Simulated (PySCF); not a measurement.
Polarisability and C₆ of Ni (nickel, neutral)

[Ar] 3d8 4s2, high-spin 3F determinant. Calculation: PySCF 2.14, in x2c-QZVPPall with one added diffuse shell each of s, p, d, f, g type (12s8p7d5f3g, 133 functions); scalar relativity by spin-free X2C-1e. Coupled (time-dependent) response in atomic units; α is the mean over directions.

```json
{"method": "PBEsol", "mean α (bohr³)": "46.44", "C₆ (like pair)": "371.3", "S(−4)": "1094"}
```

S(−4) is the Cauchy moment in α(ω) = α(0) + S(−4) ω² + …

Reference α: 49 ± 3 bohr³ (recommended; Schwerdtfeger and Nagle, table of static dipole polarizabilities (2023 update)). Published C₆: 373.0 (Chu and Dalgarno (2004); Tang, Norbeck and Certain (1976)).

α(iu) at PBEsol:

```csv
u (hartree),α(iu) (bohr³)
0,46.44
0.0500,43.89
0.100,37.85
0.200,25.24
0.300,16.99
0.500,9.170
0.750,5.414
1.00,3.720
1.50,2.197
2.00,1.510
3.00,0.8758
5.00,0.4198
```

A single London oscillator, α(iu) = α/(1 + u²/ω²), gives C₆ = (3/4) ω α². Matching the computed C₆ needs ω = 4 × 371.3 / (3 × 46.44²) = 0.230 hartree.
